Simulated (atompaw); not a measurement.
**Logarithmic derivatives: Te (Z = 52), PAW (atompaw)**

| Property | Result |
| --- | --- |
| Element | tellurium (Te) |
| Generator | atompaw 4.2.0.5 |
| Type | PAW |
| Functional | PBE |
| Relativity | non-relativistic |
| Frozen core | [Kr] |
| Valence charge | 16 |
| Reference configuration | 4d10 5s2 5p3.75 (charge +0.25) |
| Partial waves | 5s (bound): rc 2.30 bohr; 5s channel at -0.7 Ry: rc 2.30 bohr; 5p (bound): rc 1.80 bohr; 5p channel at 0.7 Ry: rc 2.30 bohr; 4d (bound): rc 2.30 bohr; 4d channel at -2.3 Ry: rc 2.30 bohr; 4f channel at 0.05 Ry: rc 2.30 bohr; 4f channel at 2.4 Ry: rc 2.30 bohr |
| Local potential | troulliermartins scheme with l = 4 at 1 Ry, radius 2.15 bohr |
| Core correction | smooth core density matched at 1.55 bohr |
| Augmentation charge | besselshape compensation charge, radius 1.75 bohr; PAW radius 2.30 bohr; waves and projectors: custom rrkj vanderbiltortho |

The phase is arctan(r·u′/u) with u = r·R(r), unwrapped; energies in Ry, scanned from -5 to 5 Ry. A pole is an energy at which the radial function vanishes at the test radius. The pseudo phase is shifted by a multiple of π to meet the all-electron one at the reference energy, and phase errors are pseudo minus all-electron; the curves can meet again beyond the range given. Levels narrower than the energy grid can be missing from the lists of poles.

```tsv
channel	radius (bohr)	reference energy (Ry)	poles, all-electron	poles, pseudo	unbroken range about the reference energy with phases within 0.05 rad	phase error 1 Ry above the reference energy (rad)
s	2.32	-1.17	0.81	0.76, 1.00	below 0.9	-0.000
p	2.32	-0.58	2.12	2.11, 4.94	below 3.9	-0.000
d	2.32	-3.37	-3.29, 4.64	-3.29, 0.76	below -0.9	-0.000
f	2.32	0.05	2.30	2.30	below 4.2	+0.001
```

Phases in the f channel:

| E (Ry) | all-electron | pseudo |
| --- | --- | --- |
| -5.00 | 1.392 | 1.392 |
| -4.76 | 1.388 | 1.388 |
| -4.52 | 1.384 | 1.384 |
| -4.28 | 1.380 | 1.380 |
| -4.04 | 1.375 | 1.375 |
| -3.80 | 1.370 | 1.370 |
| -3.56 | 1.365 | 1.365 |
| -3.32 | 1.359 | 1.359 |
| -3.08 | 1.353 | 1.353 |
| -2.84 | 1.346 | 1.346 |
| -2.60 | 1.338 | 1.338 |
| -2.36 | 1.330 | 1.330 |
| -2.12 | 1.320 | 1.320 |
| -1.88 | 1.310 | 1.310 |
| -1.64 | 1.298 | 1.298 |
| -1.40 | 1.284 | 1.284 |
| -1.16 | 1.267 | 1.267 |
| -0.92 | 1.248 | 1.248 |
| -0.68 | 1.224 | 1.224 |
| -0.44 | 1.195 | 1.195 |
| -0.20 | 1.158 | 1.158 |
| 0.04 | 1.107 | 1.107 |
| 0.28 | 1.035 | 1.035 |
| 0.52 | 0.923 | 0.923 |
| 0.76 | 0.729 | 0.729 |
| 1.00 | 0.348 | 0.349 |
| 1.24 | -0.320 | -0.319 |
| 1.48 | -0.926 | -0.925 |
| 1.72 | -1.249 | -1.249 |
| 1.96 | -1.423 | -1.423 |
| 2.20 | -1.534 | -1.534 |
| 2.44 | -1.615 | -1.615 |
| 2.68 | -1.682 | -1.682 |
| 2.92 | -1.746 | -1.746 |
| 3.16 | -1.813 | -1.812 |
| 3.40 | -1.893 | -1.889 |
| 3.64 | -1.996 | -1.989 |
| 3.88 | -2.147 | -2.130 |
| 4.12 | -2.393 | -2.350 |
| 4.36 | -2.809 | -2.714 |
| 4.60 | -3.376 | -3.233 |
| 4.84 | -3.841 | -3.715 |
